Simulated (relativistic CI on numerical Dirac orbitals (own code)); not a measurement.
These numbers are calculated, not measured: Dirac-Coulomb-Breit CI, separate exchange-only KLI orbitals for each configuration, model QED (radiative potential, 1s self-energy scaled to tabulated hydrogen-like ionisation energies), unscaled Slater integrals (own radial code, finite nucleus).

CI space (outside the closed core [Ne]): 3s2 3p5, 3s 3p6, 3s2 3p4 3d, 3s 3p5 3d, 3p6 3d, 3s 3p4 3d2, 3s2 3p3 3d 4p, 3s2 3p4 4s, 3p6 4s, 3p6 4p, 3s2 3p4 4p, 3s 3p4 3d 4s, 3s2 3p4 4d, 3s 3p5 4s, 3s2 3p4 4f, 3s 3p5 4p, 3p5 3d 4p, 3s 3p5 4d, 3s 3p5 4f, 3s2 3p4 5s, 3s2 3p4 5p, 3s2 3p4 5d, 3s2 3p3 4s 4p, 3s2 3p4 5f, 3s2 3p4 5g, 3s 3p4 4s2, 3s 3p5 5s, 3s 3p5 5p, 3s2 3p3 3d2, 3s2 3p2 3d3, 3s 3p3 3d3, 3s2 3p2 3d2 4s, 3s2 3p2 3d2 4p, 3s2 3p2 3d2 4d, 3p5 3d2, 3p4 3d3, 3p4 3d2 4s, 3p4 3d2 4p, 3p4 3d2 4d, 3s2 3p3 3d 4s, 3s 3p3 3d2 4s, 3s2 3p2 3d 4s2, 3s2 3p2 3d 4s 4p, 3s2 3p2 3d 4s 4d, 3p5 3d 4s, 3p4 3d 4s2, 3p4 3d 4s 4p, 3p4 3d 4s 4d, 3s2 3p3 4s2, 3s 3p3 3d 4s2, 3s2 3p2 4s2 4p, 3s2 3p2 4s2 4d, 3s2 3p3 4p2, 3s2 3p2 3d 4p2, 3s 3p3 3d 4p2, 3s2 3p2 4s 4p2, 3s2 3p2 4p3, 3s2 3p2 4p2 4d. Double excitations out of closed p, d and f shells are left out; levels of such configurations are missing from the list, as are those of other unlisted configurations, and high levels can miss mixing partners. These lack a partner that the ground configuration has and come out too high: 3s2 3p4 4f, 3s 3p5 4p, 3s 3p5 4d, 3s 3p5 4f, 3s2 3p4 5s.

At this charge energies of transitions that change n are usually good to better than 1 %, and those within a shell (Δn = 0) to a few per cent.

Outline of the computed level scheme of Kr XX. Lowest level of each configuration: 3s2 3p5 2P°_3/2 at 0.000 eV; 3s 3p6 2S_1/2 at 70.349 eV; 3s2 3p4 3d 4D_5/2 at 86.723 eV; 3s 3p5 3d 4P°_1/2 at 153.226 eV.

Some strong electric-dipole decays among the lowest 45 levels: 3s2 3p4 3d 2D_3/2 → 3s2 3p5 2P°_1/2 (3.3e+11 s⁻¹); 3s2 3p4 3d 2D_5/2 → 3s2 3p5 2P°_3/2 (3.2e+11 s⁻¹); 3s2 3p4 3d 2S_1/2 → 3s2 3p5 2P°_3/2 (3.1e+11 s⁻¹); 3s2 3p4 3d 2P_3/2 → 3s2 3p5 2P°_3/2 (2.9e+11 s⁻¹); 3s2 3p4 3d 2P_1/2 → 3s2 3p5 2P°_1/2 (2.4e+11 s⁻¹); 3s2 3p4 3d 2S_1/2 → 3s2 3p5 2P°_1/2 (4.3e+10 s⁻¹); 3s2 3p4 3d 2P_1/2 → 3s2 3p5 2P°_3/2 (4.2e+10 s⁻¹); 3s2 3p4 3d 2D_5/2 → 3s2 3p5 2P°_3/2 (2.6e+10 s⁻¹).

LS names give the leading component of a level, which can be under half, so a name can repeat, a term be missing and a line seem to break the LS rules.
